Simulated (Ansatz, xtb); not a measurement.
Two structures of C6H9O2+

We compare I, `CCC[c+]1occo1`, a singlet, with II, a singlet given by its coordinates. Both are isolated ions in the gas phase, relaxed with r2SCAN-D4/def2-SVP; the shapes shown needn't be the lowest conformers.

I (Å):

| atom | x (Å) | y (Å) | z (Å) |
| --- | --- | --- | --- |
| C | -1.4232 | -1.8275 | -3.0172 |
| C | -0.7703 | -1.6502 | -1.6543 |
| C | -1.0817 | -0.2338 | -1.0800 |
| C | -0.4618 | -0.0516 | 0.2273 |
| C | -0.0959 | -0.1394 | 2.3677 |
| C | 1.0165 | 0.3257 | 1.7750 |
| O | -1.0183 | -0.3716 | 1.3623 |
| O | 0.7576 | 0.3702 | 0.4161 |
| H | -2.5180 | -1.7312 | -2.9567 |
| H | -1.0506 | -1.0888 | -3.7431 |
| H | -1.1949 | -2.8292 | -3.4094 |
| H | 0.3236 | -1.7698 | -1.7266 |
| H | -1.1381 | -2.4088 | -0.9433 |
| H | -0.6905 | 0.5420 | -1.7570 |
| H | -2.1690 | -0.1022 | -0.9659 |
| H | -0.4030 | -0.3499 | 3.3896 |
| H | 1.9978 | 0.6535 | 2.1104 |

II (Å):

```yaml
atoms:
  - { symbol: C, position_ang: [-2.4453, 1.4708, 0.7922] }
  - { symbol: C, position_ang: [-1.4662, 2.1568, -0.0863] }
  - { symbol: C, position_ang: [-0.0355, 1.8425, 0.0159] }
  - { symbol: C, position_ang: [1.0338, 2.6770, -0.5855] }
  - { symbol: C, position_ang: [-1.3031, -0.2695, -0.6210] }
  - { symbol: C, position_ang: [-2.2721, -0.0486, 0.5478] }
  - { symbol: O, position_ang: [-0.8228, 1.0407, -1.0278] }
  - { symbol: O, position_ang: [-2.8116, -0.9197, 1.1529] }
  - { symbol: H, position_ang: [-3.4882, 1.7531, 0.5752] }
  - { symbol: H, position_ang: [-2.2612, 1.6620, 1.8627] }
  - { symbol: H, position_ang: [-1.7641, 2.9934, -0.7280] }
  - { symbol: H, position_ang: [0.2561, 1.1778, 0.8428] }
  - { symbol: H, position_ang: [0.6691, 3.2484, -1.4499] }
  - { symbol: H, position_ang: [1.3825, 3.3854, 0.1842] }
  - { symbol: H, position_ang: [1.8926, 2.0581, -0.8817] }
  - { symbol: H, position_ang: [-0.4472, -0.9039, -0.3462] }
  - { symbol: H, position_ang: [-1.8219, -0.6881, -1.4971] }
```

Close contacts (Å): C1–C2 1.48, C1–C6 1.55, C2–C3 1.47, C2–O7 1.60, C3–C4 1.48, C3–O7 1.53, C5–C6 1.53, C5–O7 1.45, C6–O8 1.19, C1–H9 1.10, C1–H10 1.10, C2–H11 1.10, C3–H12 1.10, C4–H13 1.10, C4–H14 1.10, C4–H15 1.10, C5–H16 1.10, C5–H17 1.10.

Task: Estimate E(II) − E(I) at the level CCSD(T)/def2-SVP + ΔMP2/def2-TZVPP.

Result: Calculated at CCSD(T)/def2-SVP + ΔMP2/def2-TZVPP: E(II) − E(I) = +1.112 eV, so structure I lies lower.

The same difference at several levels:

| level | geometry | E(II) − E(I) (eV) | departure from the last row (eV) | job, with rough time for the two |
| --- | --- | --- | --- | --- |
| GFN2-xTB | GFN2-xTB | +1.142 | +0.030 | optimisation, 0.51 s |
| HF/STO-3G | GFN2-xTB | +0.972 | −0.140 | single point, 0.38 s |
| r2SCAN-D4/def2-SVP//GFN2-xTB | GFN2-xTB | +1.242 | +0.130 | single point, 4.1 s |
| r2SCAN-D4/def2-SVP | r2SCAN-D4/def2-SVP | +1.110 | −0.002 | optimisation, 44 s |
| HF/def2-SVP | r2SCAN-D4/def2-SVP | +1.222 | +0.110 | part of the CCSD(T) run |
| MP2/def2-SVP | r2SCAN-D4/def2-SVP | +1.171 | +0.059 | part of the CCSD(T) run |
| CCSD(T)/def2-SVP | r2SCAN-D4/def2-SVP | +1.172 | +0.059 | single point |
| CCSD(T)/def2-SVP + ΔMP2/def2-TZVPP | r2SCAN-D4/def2-SVP | +1.112 |  | single point, 2 min |

None of the levels shown reverses the order. The largest departure from CCSD(T)/def2-SVP + ΔMP2/def2-TZVPP is that of HF/STO-3G, 0.140 eV. The last row adds to CCSD(T) the change of the MP2 difference between the two basis sets, here −0.059 eV.

With thermal terms from frequencies at re-optimised GFN2-xTB minima (ideal gas, soft modes damped towards free rotors, one conformer each, 298.15 K, 1 atm): on the last row, ΔE + ΔZPE = +1.085, ΔH = +1.073, ΔG = +1.120 eV.

The correlated steps freeze 8 core orbitals. Run with Ansatz 0.2.0, xtb 6.7.1; the last row on 4 threads of Arm Neoverse V2 on a shared host.
